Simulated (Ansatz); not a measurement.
Reaction (substitution at a C–O bond): `OC(=S)[O][GeH3]` + H₂Se → `OC(=S)[SeH]` + `[OH][GeH3]`

Computed with Ansatz on PBE0-D4/def2-TZVP structures; ΔE is electronic, products minus reactants. CCSD(T)/CBS is the MP2 limit (def2-TZVPP, def2-QZVPP) plus CCSD(T) − MP2 in def2-TZVPP, frozen cores. Functionals use def2-TZVPP. B3LYP here is the variant with VWN-RPA as its local correlation; programs differ in this. For Ge, Se outer-core shells are correlated without core-valence functions, which leaves a few kJ/mol of doubt a bond. Scalar relativity is left out up to krypton. One conformer a species, not always the lowest.

Problem. Is it downhill or uphill in electronic energy at CCSD(T)/CBS, and by how much? (Estimate.)

Solution. Computed: Uphill: ΔE = +0.22 eV.

Problem. What do these levels give: B3LYP-D4, PBE, HF/def2-TZVPP, MP2/def2-TZVPP, SCS-MP2/def2-TZVPP, CCSD/def2-TZVPP, HF/def2-QZVPP, MP2/def2-QZVPP, SCS-MP2/def2-QZVPP, HF/CBS(def2), MP2/CBS(def2), CCSD/CBS(def2)? (An estimate is asked.)

Solution. Computed: B3LYP-D4 0.27, PBE 0.18, HF/def2-TZVPP 0.52, MP2/def2-TZVPP 0.15, SCS-MP2/def2-TZVPP 0.20, CCSD/def2-TZVPP 0.30, HF/def2-QZVPP 0.52, MP2/def2-QZVPP 0.13, SCS-MP2/def2-QZVPP 0.17, HF/CBS(def2) 0.52, MP2/CBS(def2) 0.12, CCSD/CBS(def2) 0.26 eV.

Largest T1 diagnostic among the species: 0.015.

From PBE to PBE0 (25 % exact exchange), in def2-TZVPP and without D4, ΔE moves by +0.08 eV. In def2-TZVPP, CCSD(T) changes the Hartree–Fock value by −0.27 eV (the triples alone add −0.04 eV) and MP2 by −0.37 eV.
